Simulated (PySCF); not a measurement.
Isomers of C6H7FN2Si, mass 154.036 u with the commonest isotopes. Theory: PBE0/pcSseg-1 in PySCF (dipole) on a GFN2-xTB geometry, gas phase. One conformer each, none proved a minimum here; rigid rotors.

Question: Order these by rotational constant B, smallest first.
A. `[CH3:1][C@H:2]([F:3])/[C:4]([C:5]#[N:6])=[C:7](\[SiH3:8])[C:9]#[N:10]` with C1–C2–C4–C5 -79°
B. `[N:1]#[C:2]/[CH:3]=[C:4](\[CH2:5][C:6]#[N:7])[CH2:8][SiH2:9][F:10]` with C3–C4–C5–C6 -119°, C3–C4–C8–Si9 -93°, C4–C8–Si9–F10 -59°
C. `[CH:1]#[C:2][SiH2:3][n:4]1[n:5][cH:6][c:7]([F:8])[c:9]1[CH3:10]` with C2–Si3–N4–N5 -117°
D. `[nH]1c(F)c(nc1)C#C[SiH2]C`
E. `[CH:1]#[C:2][CH2:3][n:4]1[n:5][c:6]([F:7])[cH:8][c:9]1[SiH3:10]` with C2–C3–N4–N5 102°
F. `[CH3:1][NH:2][Si@H:3]1[CH:4]=[C:5]([F:6])[C:7]([C:8]#[N:9])=[CH:10]1` with C1–N2–Si3–C4 82°
G. `[CH3:1][SiH2:2]/[C:3]([C:4]#[N:5])=[C:6](\[C:7]#[N:8])[CH2:9][F:10]` with C1–Si2–C3–C4 110°, C3–C6–C9–F10 -134°

Answer: D (453.8 MHz), F (639.8 MHz), C (751.1 MHz), B (775.1 MHz), E (877.2 MHz), G (944.5 MHz), A (1134 MHz).

Question: Order these by rotational constant C, largest first.
A. `n1c(c([nH]c1)F)C#C[SiH2]C`
B. `[CH:1]#[C:2][SiH2:3][n:4]1[n:5][cH:6][c:7]([F:8])[c:9]1[CH3:10]` with C2–Si3–N4–N5 -117°
C. `[CH3:1][SiH2:2]/[C:3]([C:4]#[N:5])=[C:6](\[C:7]#[N:8])[CH2:9][F:10]` with C1–Si2–C3–C4 110°, C3–C6–C9–F10 -134°
D. `[CH3:1][NH:2][Si@H:3]1[CH:4]=[C:5]([F:6])[C:7]([C:8]#[N:9])=[CH:10]1` with C1–N2–Si3–C4 82°
E. `[N:1]#[C:2]/[CH:3]=[C:4](/[CH2:5][C:6]#[N:7])[CH2:8][SiH2:9][F:10]` with C3–C4–C5–C6 116°, C3–C4–C8–Si9 90°, C4–C8–Si9–F10 58°

Answer: B (637.7 MHz), C (608.3 MHz), E (581.8 MHz), D (538.4 MHz), A (393.9 MHz).

Question: Order these by out-of-plane moment Σ m c² = (Ia + Ib − Ic)/2, smallest first.
A. `[N:1]#[C:2]/[CH:3]=[C:4](/[CH2:5][C:6]#[N:7])[CH2:8][SiH2:9][F:10]` with C3–C4–C5–C6 116°, C3–C4–C8–Si9 90°, C4–C8–Si9–F10 58°
B. `[CH3:1][C@H:2]([F:3])/[C:4]([C:5]#[N:6])=[C:7](\[SiH3:8])[C:9]#[N:10]` with C1–C2–C4–C5 -79°
C. `[CH3:1][SiH2:2]/[C:3]([C:4]#[N:5])=[C:6](\[C:7]#[N:8])[CH2:9][F:10]` with C1–Si2–C3–C4 110°, C3–C6–C9–F10 -134°
D. `[SiH2](C)C#Cc1c([nH]cn1)F`
E. `[CH3:1][NH:2][Si@H:3]1[CH:4]=[C:5]([F:6])[C:7]([C:8]#[N:9])=[CH:10]1` with C1–N2–Si3–C4 82°
F. `[CH:1]#[C:2][CH2:3][n:4]1[n:5][c:6]([F:7])[cH:8][c:9]1[SiH3:10]` with C2–C3–N4–N5 102°
G. `[N:1]#[C:2]/[CH:3]=[C:4](\[CH2:5][C:6]#[N:7])[CH2:8][SiH2:9][F:10]` with C3–C4–C5–C6 -119°, C3–C4–C8–Si9 -93°, C4–C8–Si9–F10 -59°
H. `[CH:1]#[C:2][SiH2:3][n:4]1[n:5][cH:6][c:7]([F:8])[c:9]1[CH3:10]` with C2–Si3–N4–N5 -117°

Answer: D (4.49 u·Å²), E (26.69 u·Å²), B (35.33 u·Å²), F (45.74 u·Å²), C (51.85 u·Å²), H (59.60 u·Å²), A (62.82 u·Å²), G (78.21 u·Å²).

```tsv
SMILES	point group	Ia (u·Å²)	Ib (u·Å²)	Ic (u·Å²)	κ	μa (D)	μb (D)	μc (D)
C#C[SiH2]n1ncc(F)c1C	C1	238.87	672.87	792.54	-0.85	2.35	1.59	0.68
C[SiH2]C#Cc1nc[nH]c1F	Cs	178.09	1113.78	1282.89	-0.95	3.62	0.45	0.00
C[SiH2]/C(C#N)=C(\C#N)CF	C1	399.42	535.07	830.79	0.02	1.48	0.03	0.51
N#C/C=C(/CC#N)C[SiH2]F	C1	449.49	544.75	868.61	0.28	0.21	1.79	1.95
C#CCn1nc(F)cc1[SiH3]	C1	321.94	576.10	806.56	-0.47	3.05	1.56	0.23
C[C@H](F)/C(C#N)=C(\[SiH3])C#N	C1	409.80	445.63	784.77	0.66	5.14	2.08	0.53
CN[Si@H]1C=C(F)C(C#N)=C1	C1	202.15	789.95	938.73	-0.90	5.96	0.36	0.21
N#C/C=C(\CC#N)C[SiH2]F	C1	390.30	651.99	885.88	-0.43	4.33	2.85	1.99
```
